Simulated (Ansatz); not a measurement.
Mulliken charges of FGeH5Si2 (`F[SiH]1[SiH2][GeH2]1`) from ωB97M-V/def2-TZVPP in Ansatz (PBE0-D4/def2-TZVP geometry).

| atom | x (Å) | y (Å) | z (Å) | charge (e) |
| --- | --- | --- | --- | --- |
| F1 | -1.808 | 1.259 | -1.553 | -0.297 |
| Si2 | -0.631 | 0.251 | -1.150 | 0.384 |
| Si3 | 1.132 | 0.734 | 0.253 | -0.026 |
| Ge4 | -0.443 | -1.008 | 0.839 | -0.106 |
| H5 | -0.261 | -0.571 | -2.330 | -0.026 |
| H6 | 0.907 | 1.858 | 1.197 | 0.005 |
| H7 | 2.563 | 0.590 | -0.122 | -0.009 |
| H8 | -0.164 | -2.511 | 0.730 | 0.033 |
| H9 | -1.206 | -0.648 | 2.119 | 0.040 |

Task: By hand: the dipole of these point charges (1 e Å = 4.8032 D).

Result: Σ q r = (0.247, -0.280, 0.101) e Å, of length 0.387 e Å = 1.86 D.

Task: How does the dipole of the full density compare? (Estimate.)

Result: The calculation gave: (0.193, -0.133, 0.072) e Å, 1.18 D; the point charges give 1.58 times that, at 14° from its direction.

Point charges leave out the atoms' own dipoles, such as those of lone pairs, and Mulliken's split depends on the basis, so the two needn't agree.
